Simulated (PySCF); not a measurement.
Geometries of 3 isomers of C2H7BO, from PySCF, PBE0-D3(BJ)/def2-SVP geometry optimisation, gas phase. One conformer each, no zero-point energy, no frequencies.

Problem. Which is lowest in electronic energy at this level?
A.
```xyz
11
angstrom
B      1.546    1.182   -0.397
C      0.457    0.348    0.329
O     -0.364   -0.406   -0.508
C     -1.367   -1.096    0.165
H      1.626    1.228   -1.600
H      2.313    1.822    0.286
H     -0.129    1.091    0.929
H      0.944   -0.279    1.114
H     -0.957   -1.815    0.904
H     -2.053   -0.413    0.707
H     -1.953   -1.657   -0.577
```
B.
```xyz
11
angstrom
C     -1.894   -0.091   -0.079
B     -0.352   -0.185   -0.326
O      0.503    0.210    0.637
C      1.898    0.146    0.506
H     -2.350   -1.092   -0.171
H     -2.370    0.523   -0.864
H     -2.151    0.326    0.905
H      0.111   -0.611   -1.372
H      2.310   -0.513    1.286
H      2.326    1.151    0.647
H      2.199   -0.238   -0.483
```
C.
```xyz
11
angstrom
B     -0.109   -0.391    0.040
C      1.457   -0.356   -0.122
H      1.764    0.284   -0.965
H      1.896   -1.356   -0.253
H      1.908    0.098    0.778
C     -0.973    0.933    0.023
H     -2.042    0.790    0.250
H     -0.903    1.408   -0.971
H     -0.570    1.672    0.736
O     -0.688   -1.612    0.201
H     -1.643   -1.555    0.312
```

Solution. C. That is BMe2(OH) (`CB(C)O`), 22.3 kcal/mol below the next.

| SMILES | atoms numbered as above | E (Eh) | relative (kcal/mol) | relative (kJ/mol) | dipole (D) |
| --- | --- | --- | --- | --- | --- |
| CB(C)O | – | -180.22676 | 0.0 | 0.0 | 1.47 |
| CBOC | [CH3:1][BH:2][O:3][CH3:4] | -180.19116 | 22.3 | 93.5 | 1.10 |
| BCOC | [BH2:1][CH2:2][O:3][CH3:4] | -180.09842 | 80.5 | 337.0 | 1.62 |
